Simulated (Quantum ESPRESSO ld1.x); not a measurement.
The numbers below are computed, except where a source is named.
Problem. Species: Pb37+. Configuration: [Kr] 4d9. Code: ld1.x of Quantum ESPRESSO 7.5. Model: Dirac Kohn-Sham, PBE, spin-unpolarised, spherical densities, point nucleus; open shells fill j = l - 1/2 first. Some entries of the table are withheld. Estimate them.

orbital,occ.,eigenvalue (hartree),<r> (bohr)
1s1/2,2,-3289.3937,(1)
2s1/2,2,-634.1859,(2)
2p1/2,2,-611.1091,0.05489
2p3/2,4,-530.6784,0.06381
3s1/2,2,-194.6727,0.1730
3p1/2,2,-184.4070,0.1635
3p3/2,4,-166.2088,0.1792
3d3/2,4,-149.5231,0.1557
3d5/2,6,-145.6529,0.1604
4s1/2,2,-81.9002,(3)
4p1/2,2,-77.4210,0.3566
4p3/2,4,-72.0181,0.3821
4d3/2,4,-64.8434,0.3728
4d5/2,5,-63.7296,0.3800
5s1/2,0,-44.4018,0.6399
5p1/2,0,-42.3369,0.6465
5p3/2,0,-40.2177,0.6806

Solution. 
(1) 1s1/2 <r> (bohr): 0.01604
(2) 2s1/2 <r> (bohr): 0.06690
(3) 4s1/2 <r> (bohr): 0.3593
